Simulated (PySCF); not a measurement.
silylphosphine (H₅PSi), singlet, at a GFN2-xTB geometry. Base run: PySCF with R2SCAN/def2-SVP.

Geometry (Å):
```xyz
7

Si    -1.0585     0.0918     0.2216
P      1.0995    -0.0724    -0.3399
H     -1.7837    -0.8851    -0.5893
H     -1.4784     1.4549    -0.1000
H     -1.3063    -0.1727     1.6410
H      1.3205    -1.2674     0.3199
H      1.5735     0.6712     0.7254
```
Charge 0, spin multiplicity 1.
All else is at PySCF's defaults.
Base energy -633.58045 Eh.

The base run was repeated with changes; each row names its change, and settings that it needs were set with it.

```csv
change,ΔE vs base (mEh),grid points,electrons on the grid
base,0.000,87400,34.00000
grids.level = 4,-0.056,136536,34.00000
grids.level = 0,26.770,6352,33.98667
small_rho_cutoff = 0,0.000,87400,34.00000
"grids.atom_grid = (50, 194)",-0.793,46208,34.00008
grids.radi_method = mura_knowles,-0.054,82912,34.00000
grids.becke_scheme = stratmann,0.002,87400,34.00000
grids.level = 1,-0.792,25184,34.00007
grids.level = 7,-0.034,424952,34.00000
grids.prune = dft.gen_grid.sg1_prune,-0.001,34368,34.00010
grids.level = 5,-0.029,204840,34.00000
```
